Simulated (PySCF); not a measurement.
CH₁₀O₂Si₃.
Structure used (PBE0-D3(BJ)/def2-SVP), in Å, numbered top down from 1:
```xyz
16
CH10O2Si3 angstrom
C     -2.7493    0.3799   -0.0657
Si    -1.3569   -0.8584   -0.0010
O     -0.4289   -0.5864    1.3510
Si     1.0032   -0.1743    2.0506
O      2.1091    0.2670    0.9095
Si     2.5449    0.5379   -0.6650
H     -3.3847    0.2053   -0.9483
H     -3.3807    0.3043    0.8329
H     -2.3553    1.4063   -0.1237
H     -0.4898   -0.7327   -1.2158
H     -1.8876   -2.2524    0.0643
H      1.5355   -1.3456    2.7964
H      0.7744    0.9819    2.9578
H      2.5914   -0.7478   -1.4232
H      1.5687    1.4559   -1.3265
H      3.8961    1.1670   -0.6782
```

Method used: PySCF, PBE0-D3(BJ)/def2-SVP geometry optimisation, gas phase.

Take the most abundant isotopes and a rigid rotor. The values belong to one conformer with, in the numbering `[CH3:1][SiH2:2][O:3][SiH2:4][O:5][SiH3:6]`, C1–Si2–O3–Si4 -116°, Si2–O3–Si4–O5 5°, O3–Si4–O5–Si6 1°.

Q: What are A, B and C (GHz)?

A: Ia = 193.70, Ib = 511.09, Ic = 638.08 u·Å²; 505379 MHz·u·Å²/I gives 2609, 988.8 and 792.0 MHz, that is A = 2.6090, B = 0.9888, C = 0.7920 GHz.

Q: Classify the top.

A: An asymmetric top; Ray's κ = -0.783.

Q: What does the inertial defect say?

A: Not planar: Δ = Ic − Ia − Ib = -66.72 u·Å². For a rigid frame Δ = −2 Σ m c², so Σ m c² = 33.36 u·Å² lies off the ab plane: 14.74 from hydrogen and 18.62 from heavier atoms. The atom farthest from that plane is 1.80 Å away.

Q: Give the other two planar moments, Paa and Pbb, and the rms extents of the mass along the axes.

A: Paa = Σ m a² = (Ib + Ic − Ia)/2 = 477.73 and Pbb = Σ m b² = (Ia + Ic − Ib)/2 = 160.35 u·Å². With the mass M = 138.00 u, the rms extents √(P/M) along a, b and c are 1.86, 1.08, 0.49 Å.

Q: Where do the levels up to J = 3 lie, in K?

A: Above 0(0,0), as E/k:
J = 1: 1(0,1) 0.085, 1(1,1) 0.163, 1(1,0) 0.173
J = 2: 2(0,2) 0.256, 2(1,2) 0.325, 2(1,1) 0.353, 2(2,1) 0.586, 2(2,0) 0.587
J = 3: 3(0,3) 0.509, 3(1,3) 0.566, 3(1,2) 0.623, 3(2,2) 0.843, 3(2,1) 0.847, 3(3,1) 1.256, 3(3,0) 1.256
Those of J = 1 are B + C, A + C and A + B.

Q: Predict some low-J microwave lines.

A: The dipole components are |μa| = 0.79 D, |μb| = 0.75 D, |μc| = 0.42 D. Intensities carry the squares of the components, which stand as 1.00 : 0.91 : 0.29 (a : b : c). Some lines, for components of 0.1 D or more:

```tsv
type	branch	J(Ka,Kc)	MHz	lower level (cm⁻¹)
a	Q	2(1,1) ← 2(1,2)	590	0.226
c	Q	2(1,2) ← 2(0,2)	1440	0.178
c	Q	1(1,1) ← 1(0,1)	1620	0.059
a	R	1(0,1) ← 0(0,0)	1781	0.000
b	Q	1(1,0) ← 1(0,1)	1817	0.059
b	R	2(0,2) ← 1(1,1)	1925	0.113
b	Q	2(1,1) ← 2(0,2)	2031	0.178
a	R	2(1,2) ← 1(1,1)	3365	0.113
b	R	1(1,1) ← 0(0,0)	3401	0.000
a	R	2(0,2) ← 1(0,1)	3545	0.059
c	R	1(1,0) ← 0(0,0)	3598	0.000
a	R	2(1,1) ← 1(1,0)	3759	0.120
c	Q	2(2,1) ← 2(1,1)	4861	0.245
b	Q	2(2,0) ← 2(1,1)	4877	0.245
b	R	2(1,2) ← 1(0,1)	4985	0.059
b	Q	2(2,1) ← 2(1,2)	5451	0.226
c	R	2(1,1) ← 1(0,1)	5576	0.059
b	R	2(2,1) ← 1(1,0)	8619	0.120
c	R	2(2,0) ← 1(1,0)	8636	0.120
c	R	2(2,1) ← 1(1,1)	8816	0.113
b	R	2(2,0) ← 1(1,1)	8833	0.113
```

Q: Estimate the classical rotational partition function at 25 K, 298.15 K and 500 K.

A: Point group C1, symmetry number σ = 1; q = (√π/σ)·√((kT/h)³/(ABC)), k/h = 20836.6 MHz/K: 14700 at 25 K, 607000 at 298.15 K, 1320000 at 500 K.

Stationary, but not proved a minimum. No vibrational averaging or centrifugal distortion is included, and the geometry carries the error of its method. A rigid rotor knows nothing of internal rotation, which can split or shift real lines.
